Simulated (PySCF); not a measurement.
# Polarisability and C₆ of Mn (manganese, neutral)

[Ar] 3d5 4s2, high-spin 6S determinant. All numbers are calculated (PySCF 2.14, the spin-free X2C one-electron Hamiltonian (Gaussian nucleus), in aug-cc-pwCVTZ-DK (10s9p7d4f3g, 127 functions)). Coupled (time-dependent) response in atomic units; α is the mean over directions.

```json
{"method": "PBE0", "mean α (bohr³)": "76.89", "C₆ (like pair)": "737.0", "S(−4)": "3736"}
```

S(−4) is the Cauchy moment in α(ω) = α(0) + S(−4) ω² + …

Reference α: 68 ± 9 bohr³ (recommended; Schwerdtfeger and Nagle, table of static dipole polarizabilities (2023 update)). Published C₆: 552.0 (Chu and Dalgarno (2004); Tang, Norbeck and Certain (1976)).

α(iu) at PBE0:

| u (hartree) | α(iu) (bohr³) |
| --- | --- |
| 0 | 76.89 |
| 0.0500 | 68.94 |
| 0.100 | 54.08 |
| 0.200 | 31.17 |
| 0.300 | 19.43 |
| 0.500 | 9.878 |
| 0.750 | 5.727 |
| 1.00 | 3.917 |
| 1.50 | 2.301 |
| 2.00 | 1.567 |
| 3.00 | 0.8883 |
| 5.00 | 0.4091 |

A single London oscillator, α(iu) = α/(1 + u²/ω²), gives C₆ = (3/4) ω α². Matching the computed C₆ needs ω = 4 × 737.0 / (3 × 76.89²) = 0.166 hartree.
